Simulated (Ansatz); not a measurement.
Geometry optimisation, Ansatz 0.2.0, UKS B3LYP-D4/def2-SVP.

input.yaml

```yaml
crystal:
  periodic: [false, false, false]
  atoms:
    - { symbol: B, position_ang: [-0.41944, 0.60361, -0.40814] }
    - { symbol: C, position_ang: [0.2509, -0.3588, 0.25602] }
    - { symbol: Br, position_ang: [1.15521, -1.66718, 1.11828] }
    - { symbol: H, position_ang: [-0.98667, 1.42237, -0.96615] }
magnetization:
  spin_polarized: true
  initial_magnetization: 1
basis:
  gaussian: { orbitals: def2-SVP }
hamiltonian:
  xc: b3lyp
  dispersion: d4
relax:
  f_tol: 0.02
  max_steps: 40
output:
  orbitals: {}
```

Launched with:

```bash
$ ansatz run input.yaml --threads 1 --pin off --max-ram 2048MiB --backend cpu --events-out ev --progress --plain --runs-dir out
```

**Question.** Where does it end, and by what steps?

**Answer.** The run converged. After 2 steps the energy has fallen by 0.035 eV; H4 moved furthest, 0.03 Å.

| step | energy less start (eV) | largest force component (eV/Å) | accepted |
| --- | --- | --- | --- |
| 0 | 0.0000 | 0.936 | yes |
| 1 | -0.0317 | 0.277 | yes |
| 2 | -0.0348 | 0.018 | yes |

```xyz
4
Properties=species:S:1:pos:R:3
B -0.413 0.595 -0.403
C 0.262 -0.376 0.263
Br 1.152 -1.662 1.118
H -1.001 1.443 -0.977
```

Whether the end is a true minimum wasn't checked by a vibrational analysis.

Time of the run: 46 s on 1 thread of Intel(R) Xeon(R) 6975P-C (Granite Rapids), with other jobs on the host, peak memory 0.24 GiB.
